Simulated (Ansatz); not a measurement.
`N[CH2][InH2]` + `[SnH4]` → `N[CH2][SnH3]` + `[InH3]` at 500 K and 1 bar (formal exchange of groups at a C–In bond).

Isolated molecules relaxed with PBE0-D4/def2-TZVP in Ansatz; ΔE leaves out vibrations. CBS: MP2 limit from def2 TZ/QZ plus the TZ coupled-cluster correction, frozen cores. Elements past krypton have def2 core potentials. For In, Sn outer-core shells are correlated without core-valence functions, which leaves a few kJ/mol of doubt a bond. Each species was taken in one conformer, which may not be the lowest.

```tsv
species	CCSD(T)/CBS energy (Eh)	H − E (kJ/mol)	S (J/(mol·K))
`N[CH2][InH2]`	-286.12674	209.8	377.5
`[SnH4]`	-216.39156	91.5	258.6
`N[CH2][SnH3]`	-310.95215	235.6	380.3
`[InH3]`	-191.56739	65.2	255.5
```

H − E and S are ideal-gas, rigid-rotor, harmonic terms from PBE0-D4/def2-TZVP, for one conformer and one mirror image of each species. 1 Eh = 2625.50 kJ/mol, R = 8.31446 J/(mol·K).

Task: By hand: ΔE, ΔH, ΔS and ΔG.

Result: ΔE = (-310.95215) + (-191.56739) − (-286.12674) − (-216.39156) = -0.00124 Eh = -3.3 kJ/mol. Δ(H − E) = 235.6 + 65.2 − 209.8 − 91.5 = -0.5, so ΔH = -3.8 kJ/mol. ΔS = 380.3 + 255.5 − 377.5 − 258.6 = -0.3 J/(mol·K). ΔG = -3.8 − 500 × (-0.3)/1000 = -3.6 kJ/mol.

Task: By hand: the equilibrium constant, and the temperature at which ΔG would vanish if ΔH and ΔS stayed fixed.

Result: log₁₀ K = −ΔG/(RT ln 10) = 0.4. ΔG = 0 at ΔH/ΔS = 12667 K, far beyond where these terms or the molecules hold.

The number of gas molecules stays the same, so ΔS is small and ΔH decides. The sign of ΔG lies within the doubt. A doubt of 5 kJ/mol in ΔE shifts log₁₀ K by 0.5 here. Other conformers and mirror images would add mixing entropy, several J/(mol·K) or more a flexible species. These are equilibria of isolated gas molecules and say nothing of rates. Largest T1 diagnostic: 0.014 (customary marks: 0.02 for closed shells, 0.045 for open ones).
